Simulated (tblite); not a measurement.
Isomers of [C9H12N]+ (charge +1). Level: GFN2-xTB in tblite, geometry and Hessian alike; calculated harmonic values, unscaled, isolated species. This tight-binding method is rough: wavenumbers can miss measured ones by several per cent, in bad cases by 10 to 20. One conformer each.

Electronic energies: GFN2-xTB at the same geometries; isomer energies are rough at this level and their order can be wrong.

```tsv
SMILES	electronic energy, lowest = 0 (kJ/mol)
CN(C)c1ccccc[cH+]1	0.0
C#CC=C=C=C[N+](C)(C)C	325.0
[CH2+]c1cccc(N(C)C)c1	80.3
```

How do GFN2-xTB zero-point energies change the relative energies?

```csv
SMILES,ZPE (kJ/mol),of it from modes above 1550 cm⁻¹,electronic (kJ/mol),"with ZPE, lowest = 0 (kJ/mol)",lowest mode (cm⁻¹),rings
CN(C)c1ccccc[cH+]1,487.1,237.8,0.0,0.0,40,1
[CH2+]c1cccc(N(C)C)c1,478.6,219.6,80.3,71.8,9,1
C#CC=C=C=C[N+](C)(C)C,473.2,256.9,325.0,311.1,18,0
```

The zero-point energies span 13.9 kJ/mol, from `C#CC=C=C=C[N+](C)(C)C` to `CN(C)c1ccccc[cH+]1`. The order is unchanged.
